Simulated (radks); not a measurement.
Charge is removed step by step from the 3d up level of Cr2+, starting from [Ar] 3d(up 4, down 0). Calculated with a radial shooting solver on a logarithmic mesh with Libxc functionals: non-relativistic Kohn-Sham, PBE, spin-polarised, spherical densities, point nucleus.

| removed (e) | E - E(0) (eV) | eigenvalue (eV) | E minus straight line (eV) |
|---|---|---|---|
| 0 | 0.000 | -24.307 | 0.000 |
| 0.1 | 2.506 | -25.817 | -0.719 |
| 0.2 | 5.164 | -27.357 | -1.286 |
| 0.3 | 7.978 | -28.924 | -1.697 |
| 0.4 | 10.950 | -30.520 | -1.951 |
| 0.5 | 14.083 | -32.142 | -2.043 |
| 0.6 | 17.379 | -33.791 | -1.972 |
| 0.7 | 20.842 | -35.465 | -1.734 |
| 0.8 | 24.473 | -37.165 | -1.328 |
| 0.9 | 28.276 | -38.889 | -0.751 |
| 1 | 32.252 | -40.637 | 0.000 |

Removing the whole electron costs 32.252 eV by Delta-SCF, against 24.307 eV from minus the eigenvalue at the starting occupation. Slater's transition state (half an electron removed) gives 32.142 eV. Integrating minus the eigenvalue over the occupation (Janak's theorem) gives 32.252 eV. The mean slope of the eigenvalue, de/dn, is 16.3 eV per electron. Ionisation energy of Cr2+ in the NIST Atomic Spectra Database: 30.96 eV (measured).
